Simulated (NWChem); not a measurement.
**Atomisation of digermane (H6Ge2)**

```
Ge
H 1 1.5403
H 1 1.5403 2 108.57
H 1 1.5403 2 108.57 3 117.86
Ge 1 2.4228 2 110.36 3 -121.07
H 5 1.5403 1 110.36 2 180.00
H 5 1.5403 6 108.57 1 121.07
H 5 1.5403 6 108.57 7 117.86
```
Charge 0, spin multiplicity 1.

Everything below was run with NWChem. The geometry was optimised at PBE0/def2-SVP, a minimum by its harmonic frequencies.

Basis set: def2-TZVP. The atomisation energy is electronic alone: no zero-point, thermal, spin-orbit or counterpoise terms. No value is extrapolated to the basis-set limit. Free atoms are single determinants with multiplicities Ge 3, H 2.

The Hamiltonian is non-relativistic. The stability of the SCF solutions was not checked. Open-shell Hartree-Fock references start from PBE0 orbitals.

**Question.** One of these methods gave an atomisation energy of 362.4 kcal/mol. Which?
A. PBE
B. HF
C. BP86
D. PBE0

**Answer.** B, HF. The others give 472.6 (PBE), 489.2 (BP86), 474.4 (PBE0).
